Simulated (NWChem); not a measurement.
# C5H5N; SMILES C(C#N)(C)=C=C

```xyz
11

C      0.8479    -2.2742     0.0000
C      0.2711    -1.1054     0.0000
C     -0.3227     0.0751     0.0000
C     -1.8199     0.2623     0.0000
C      0.4950     1.2557     0.0000
N      1.1202     2.2327     0.0000
H      1.1023    -2.7808    -0.9377
H      1.1023    -2.7808     0.9377
H     -2.1369     0.8295    -0.8885
H     -2.1369     0.8295     0.8885
H     -2.3283    -0.7101     0.0000
```
Atoms are numbered in this order, from 1.

Level: PBE0/def2-SVP (NWChem), optimised geometry, unscaled harmonic frequencies. 

Q: List the harmonic frequencies with IR intensities, and the thermochemistry.

A: 
```json
[
 {"frequency (cm⁻¹)": "136", "IR intensity (km/mol)": "2.4"},
 {"frequency (cm⁻¹)": "158", "IR intensity (km/mol)": "0.6"},
 {"frequency (cm⁻¹)": "210", "IR intensity (km/mol)": "0.1"},
 {"frequency (cm⁻¹)": "228", "IR intensity (km/mol)": "3.3"},
 {"frequency (cm⁻¹)": "370", "IR intensity (km/mol)": "5.8"},
 {"frequency (cm⁻¹)": "505", "IR intensity (km/mol)": "3.2"},
 {"frequency (cm⁻¹)": "548", "IR intensity (km/mol)": "2.4"},
 {"frequency (cm⁻¹)": "617", "IR intensity (km/mol)": "5.7"},
 {"frequency (cm⁻¹)": "664", "IR intensity (km/mol)": "0.9"},
 {"frequency (cm⁻¹)": "723", "IR intensity (km/mol)": "4.6"},
 {"frequency (cm⁻¹)": "887", "IR intensity (km/mol)": "48.1"},
 {"frequency (cm⁻¹)": "976", "IR intensity (km/mol)": "0.2"},
 {"frequency (cm⁻¹)": "987", "IR intensity (km/mol)": "8.3"},
 {"frequency (cm⁻¹)": "1044", "IR intensity (km/mol)": "0.9"},
 {"frequency (cm⁻¹)": "1227", "IR intensity (km/mol)": "5.1"},
 {"frequency (cm⁻¹)": "1288", "IR intensity (km/mol)": "5.2"},
 {"frequency (cm⁻¹)": "1386", "IR intensity (km/mol)": "2.1"},
 {"frequency (cm⁻¹)": "1438", "IR intensity (km/mol)": "13.2"},
 {"frequency (cm⁻¹)": "1448", "IR intensity (km/mol)": "9.7"},
 {"frequency (cm⁻¹)": "1476", "IR intensity (km/mol)": "3.2"},
 {"frequency (cm⁻¹)": "2090", "IR intensity (km/mol)": "56.5"},
 {"frequency (cm⁻¹)": "2386", "IR intensity (km/mol)": "24.7"},
 {"frequency (cm⁻¹)": "3065", "IR intensity (km/mol)": "9.9"},
 {"frequency (cm⁻¹)": "3147", "IR intensity (km/mol)": "0.5"},
 {"frequency (cm⁻¹)": "3155", "IR intensity (km/mol)": "3.2"},
 {"frequency (cm⁻¹)": "3192", "IR intensity (km/mol)": "2.0"},
 {"frequency (cm⁻¹)": "3241", "IR intensity (km/mol)": "1.9"}
]
```

| Item | Value |
|---|---|
| zero-point energy | 52.3 kcal/mol |
| thermal correction to the enthalpy at 298.15 K (with zero-point energy) | 57.0 kcal/mol |
| heat capacity Cv | 22.4 cal/(mol K) |
| entropy at 298.15 K and 1 atm (symmetry number 1) | 79.1 cal/(mol K) |
| dipole moment | 4.19 D |

Rigid rotor and harmonic oscillator.
